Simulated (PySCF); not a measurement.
# BeP: one state, many levels of theory

State: ⁴Σ⁻ (quartet), unpaired electrons σ ↑, π ↑↑. Set-up: PySCF, no relativity, basis sets Be def2-TZVP, P def2-TZVP. De refers to Be + P in their high-spin ground configurations, without counterpoise correction. The functionals are run spin-unrestricted. A positive dipole means Be(−)P(+).

```csv
Level,Re (Å),ωe (cm⁻¹),De (eV),μ (D)
UHF,2.079,627,1.02,-0.80
UHF-MP2,2.082,613,1.14,n/a
UHF-SCS-MP2,2.090,602,1.04,n/a
UHF-CCSD,2.093,590,0.85,n/a
UHF-CCSD(T),2.097,583,0.92,n/a
PBE,2.084,599,1.69,-0.15
BP86,2.087,593,1.66,-0.21
TPSS,2.090,597,1.65,-0.20
r²SCAN,2.081,606,1.74,-0.36
B3LYP,2.076,604,1.51,-0.30
PBE0,2.072,618,1.62,-0.32
HSE06,2.073,615,1.62,-0.32
```

The bond length runs from 2.072 Å (PBE0) to 2.097 Å (UHF-CCSD(T)). De spans 0.85 eV (UHF-CCSD, coupled cluster) to 1.74 eV (r²SCAN, meta-GGA). Correlation at CCSD(T) changes the Hartree–Fock bond energy by -0.10 eV; the triples alone change it by +0.07 eV.

Correlated steps freeze 5 core orbitals. The state was picked by a PBE0 search and need not be the measured ground state.
